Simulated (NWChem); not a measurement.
Species: AlF2 cation; SMILES [F][Al+][F]

```xyz
3

Al     0.0000     0.0000     0.0000
F      0.0000     0.0000     1.6019
F      0.0000     0.0000    -1.6019
```
Atoms are numbered in this order, from 1.

Results from NWChem. Pople sets run with spherical d functions. The geometry was optimised at B3LYP/6-31G* (spherical d). GIAO values for the isolated, static molecule; σ is the absolute isotropic shielding, δ = σ(reference) − σ with the isolated reference molecule computed at the same levels (19F: trichlorofluoromethane).

Question: What does the run give for Hartree-Fock/6-31G*? Quantities: σ Al1 (ppm); δ F2 (ppm).

Answer: 
```
Quantity      Value
-----------  ------
σ Al1 (ppm)   606.8
δ F2 (ppm)   -144.1
```
